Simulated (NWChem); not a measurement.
System: SiH4S2O2; SMILES O[Si](O)(S)S

```xyz
9

O     -1.2511    -0.2038     1.4067
Si    -0.3541     0.0150     0.0402
O     -1.4468     0.1538    -1.1937
S      0.8435     1.7838    -0.0256
S      0.9797    -1.6418    -0.0552
H     -2.0608     0.3165     1.4553
H     -1.1001     0.2560    -2.0852
H      1.7355     1.3334     0.8836
H      0.0798    -2.4946     0.4851
```
Atoms are numbered in this order, from 1.

Coordinates come from a PBE0/def2-SVP optimisation.

Question: Give the principal values of the shielding tensors (ppm) of O1, Si2, O3, S4, S5 from KT2/pcSseg-1, GIAO (NWChem), with their diamagnetic and paramagnetic parts as GIAO splits them.

Answer: 
```csv
atom,σ11,σ22,σ33,isotropic,diamagnetic,paramagnetic
O1,216.9,229.6,284.2,243.6,390.7,-147.2
Si2,329.2,338.7,412.6,360.2,884.7,-524.6
O3,219.5,228.6,271.2,239.8,391.2,-151.4
S4,567.9,614.7,774.0,652.2,1059.6,-407.4
S5,538.0,620.7,844.7,667.8,1059.5,-391.7
```
